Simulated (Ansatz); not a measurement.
CH5ClO2Sn, SMILES `[CH3][Sn]([OH])([OH])[Cl]` from Hartree–Fock to CCSD(T)

```xyz
10

C    -0.944    0.189   -1.399
Sn    0.143    0.057    0.401
O     0.644   -1.759    0.920
O     1.787    1.085    0.217
Cl   -1.036    0.864    2.247
H    -0.963    1.229   -1.721
H    -1.957   -0.171   -1.233
H    -0.448   -0.424   -2.151
H     0.347   -1.978    1.807
H     2.426    0.910    0.912
```

Total charge 0; spin multiplicity 1. Correlated methods include outer-core shells of Sn, which these sets cover unevenly. Sn: def2 effective core potential. The structure was optimised at the PBE0-D4/def2-TZVP level. It is one conformer, not always the lowest. Frozen core, restricted reference, the Gaussian-basis code of Ansatz.

```json
{"basis": "def2-SVP", "HF (Eh)": "-863.13203", "MP2 corr.": "-0.76666", "CCSD corr.": "-0.80552", "(T)": "-0.01943", "CCSD(T) total": "-863.95698"}
{"basis": "def2-TZVPP", "HF (Eh)": "-863.55183", "MP2 corr.": "-1.17693", "CCSD corr.": "-1.19831", "(T)": "-0.04429", "CCSD(T) total": "-864.79443"}
{"basis": "def2-QZVPP", "HF (Eh)": "-863.57696", "MP2 corr.": "-1.46251", "CCSD corr.": "–", "(T)": "–", "CCSD(T) total": "–"}
```
